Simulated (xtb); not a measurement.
C2H10OSi3, SMILES O=CC[SiH2][SiH2][SiH3]. All values are semi-empirical tight-binding results from xtb (GFN2-xTB unless named), good for trends rather than for accurate numbers. The structure is a stationary point at GFN2-xTB. This is a generated structure with no PubChem entry under its InChIKey; it may be hypothetical. Other conformers were not sampled.

Optimised geometry:

```xyz
16

O     -2.8977     2.1230     0.0631
C     -2.7559     1.0103    -0.3754
C     -1.4749     0.3925    -0.7444
Si    -0.8394    -0.5537     0.8133
Si     1.2826    -1.3311     0.2815
Si     2.7680     0.2502    -0.5481
H     -3.6274     0.3308    -0.4797
H     -1.5958    -0.3082    -1.5667
H     -0.7452     1.1555    -1.0104
H     -1.8622    -1.5660     1.1164
H     -0.8702     0.3935     1.9311
H      1.8248    -1.9778     1.4860
H      1.1593    -2.4487    -0.6714
H      2.9287     1.3706     0.3816
H      4.1071    -0.2806    -0.8116
H      2.2895     0.8151    -1.8140
```
Charge 0, spin multiplicity 1.

```json
{
  "orbital_gap": "3.30 eV",
  "dipole_moment": "3.90 D",
  "zero_point_energy": "63.7 kcal/mol",
  "G − E(el) at 298.15 K (modified RRHO)": "40.1 kcal/mol",
  "static polarisability (D4 model)": "113.3 bohr³",
  "solvation energy, GFN2-xTB/ALPB(water)": "-3.7 kcal/mol",
  "solvation energy, GFN2-xTB/ALPB(chcl3)": "-8.7 kcal/mol"
}
```

Q: Give the atomic charges and the Wiberg bond orders between heavy atoms. (Estimate from the structure and the level; the computed values follow.)

A: charges (e) O1 -0.37, C2 0.21, C3 -0.18, Si4 0.39, Si5 0.29, Si6 0.37, H7 -0.01, H8 0.02, H9 0.03, H10 -0.09, H11 -0.09, H12 -0.13, H13 -0.11, H14 -0.12, H15 -0.11, H16 -0.12. Bond orders O1–C2 1.85, C2–C3 1.10, C3–Si4 0.76, Si4–Si5 0.83, Si5–Si6 0.85.
